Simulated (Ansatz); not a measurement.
Geometry optimisation, RKS PBE0-D4/def2-SVP in Ansatz 0.2.0.

input.yaml

```yaml
crystal:
  periodic: [false, false, false]
  atoms:
    - { symbol: W, position_ang: [-0.467493, -0.144282, -0.252936] }
    - { symbol: F, position_ang: [1.564424, -0.144076, 2.001466] }
    - { symbol: H, position_ang: [1.597036, 0.704179, 1.629591] }
    - { symbol: H, position_ang: [0.677886, 1.121512, -0.093856] }
    - { symbol: F, position_ang: [-2.249785, 0.159714, -0.122365] }
    - { symbol: H, position_ang: [0.145273, -1.726737, -0.3097] }
    - { symbol: H, position_ang: [-0.457741, 0.029689, -1.9127] }
basis:
  gaussian: { orbitals: def2-SVP }
hamiltonian:
  xc: pbe0
  dispersion: d4
relax:
  f_tol: 0.03
  max_steps: 50
output:
  orbitals: {}
```

Command:

```bash
$ ansatz run input.yaml --threads 1 --pin off --max-ram 2048MiB --backend cpu --events-out ev --progress --plain --runs-dir out
```

Task: Where does it end, and by what steps?

Result: It converged. After 22 steps the energy has fallen by 2.303 eV; H3 moved furthest, 1.53 Å. Parted: F2–H3 (0.93 → 2.54 Å). Joined: W1–F2 (3.03 → 1.83 Å), W1–H3 (2.92 → 1.98 Å), H3–H4 (2.00 → 0.84 Å).

```csv
step,energy less start (eV),largest force component (eV/Å),accepted
0,0.0000,0.306,yes
1,-0.1126,0.787,yes
2,-0.2416,1.424,yes
3,-0.3587,0.841,yes
4,-0.3797,0.617,yes
5,-0.4051,0.334,yes
6,-0.4257,0.187,yes
7,-0.4563,0.486,yes
8,-0.4676,0.125,yes
9,-0.4885,0.496,yes
10,-0.5418,1.613,yes
11,-0.7128,1.448,yes
12,-1.0621,2.425,yes
13,-1.5067,1.317,yes
14,-1.8182,0.603,yes
15,-1.9830,0.530,yes
16,-2.1576,0.489,yes
17,-2.2226,0.973,yes
18,-2.2693,0.527,yes
19,-2.2644,0.593,no
20,-2.3005,0.123,yes
21,-2.2887,0.295,no
22,-2.3029,0.027,yes
```

```xyz
7
Properties=species:S:1:pos:R:3
W -0.025 -0.335 0.194
F 1.537 -0.857 0.985
H 0.442 1.440 0.943
H 0.674 1.511 0.134
F -1.722 0.342 0.167
H -0.544 -1.944 -0.084
H 0.446 -0.157 -1.400
```

Whether the end is a true minimum wasn't checked by a vibrational analysis.

Run time: 84 s on 1 thread of Arm Neoverse V2, on a shared host, peak memory 0.15 GiB.
